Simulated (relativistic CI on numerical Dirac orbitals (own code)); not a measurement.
## d1 to d9 in one tetrahedral field

Computed with a parametric ligand-field model without spin-orbit coupling, by exact diagonalisation: B = 560, C = 2280, 10Dq = -6800 cm⁻¹ (Td; |10Dq|/B = 12.1) for every shell. Energies in cm⁻¹; the field energy is (0.6 n_e − 0.4 n_t2) × 10Dq of the ground term; g labels are left out.

```tsv
Shell	Ground term	Electrons in e	Field energy	First spin-allowed bands	Lowest term of other spin
d1	2E	1.000	-4080	2T2 6800	
d2	3A2	2.000	-8160	3T2 6800, 3T1 10927	1E 8779
d3	4T1	1.935	-4997	4T2 6007, 4A2 12807	2E 4131
d4	5T2	2.000	-2720	5E 6800	1A1 5512
d5	6A1	2.000	0	none	4T1 11838
d6	5E	3.000	-4080	5T2 6800	3T1 6587
d7	4A2	4.000	-8160	4T2 6800, 4T1 10927	2E 10653
d8	3T1	3.935	-4997	3T2 6007, 3A2 12807	1T2 8253
d9	2T2	4.000	-2720	2E 6800
```

Every shell keeps the spin of the free ion. Tetrahedral fields of 3d complexes are almost always too weak to pair spins. High-spin d^(n+5) repeats the spin-allowed bands of d^n, since the half-filled shell is spherical.
